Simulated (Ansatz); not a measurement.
The cluster HfS₂. The state is a triplet with charge 0. Geometry PBE-D4/def2-TZVPD, that of the charge -1 doublet; atoms count from 1.

```xyz
3

Hf    0.5773   -0.5126   -0.2229
S    -1.5857   -1.1821    0.0596
S     1.0084    1.6947    0.1633
```

In the def2 sets Hf takes a core potential; there is no spin–orbit coupling. At PBE0-D4/def2-TZVPD a singlet of charge 0 lies 0.99 eV below the triplet at the same geometry. The structure comes from a short search, and lower isomers may exist.

**Question.** Estimate the Mulliken populations from the PBE0/def2-TZVPD orbitals of Ansatz.

**Answer.** 
| atom | charge (e) | spin (α − β) | d electrons |
| --- | --- | --- | --- |
| Hf1 | 0.70 | 0.88 | 2.05 |
| S2 | -0.35 | 0.56 | – |
| S3 | -0.35 | 0.56 | – |
Mulliken values depend strongly on the basis. With diffuse functions, as here, like atoms can get unlike values, and bond orders can come out too low or too high.

**Question.** Where does the spin sit?

**Answer.** Summed by element: Hf 0.88, S 1.12, of 2 unpaired in all. Largest on single atoms: Hf1 0.88, S3 0.56, S2 0.56.

**Question.** And the Mayer bond orders between heavy atoms (over 0.3)?

**Answer.** Hf1–S2 1.73 (2.28 Å); Hf1–S3 1.73 (2.28 Å).
